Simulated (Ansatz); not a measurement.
Reaction (cleavage of the Si–B bond): `CB([SiH3])CF` + `CO[SiH](O)F` → `CO[SiH](F)O[SiH3]` + `CBCF`

Program: Ansatz. Geometries: PBE0-D4/def2-TZVP. ΔE: electronic, gas phase. CBS: MP2 limit from def2 TZ/QZ plus the TZ coupled-cluster correction, frozen cores. DFT in def2-TZVPP. B3LYP here is the variant with VWN-RPA as its local correlation; programs differ in this. One conformer a species, not always the lowest.

```csv
level,ΔE (kJ/mol),difference from CCSD(T)/CBS
B2PLYP,-124.2,-5.4
PBE,-94.6,24.2
r2SCAN,-112.1,6.7
B3LYP,-121.3,-2.5
MP2/def2-TZVPP,-124.7,-5.9
HF/def2-QZVPP,-152.9,-34.1
MP2/def2-QZVPP,-126.3,-7.5
HF/CBS(def2),-153.3,-34.5
MP2/CBS(def2),-125.6,-6.8
CCSD/CBS(def2),-123.3,-4.5
CCSD(T)/CBS,-118.8,0
```

Largest T1 diagnostic among the species: 0.012.

From PBE to PBE0 (25 % exact exchange), in def2-TZVPP and without D4, ΔE moves by −9.6 kJ/mol. In def2-TZVPP, CCSD(T) changes the Hartree–Fock value by +31.9 kJ/mol (the triples alone add +4.4 kJ/mol) and MP2 by +25.1 kJ/mol.
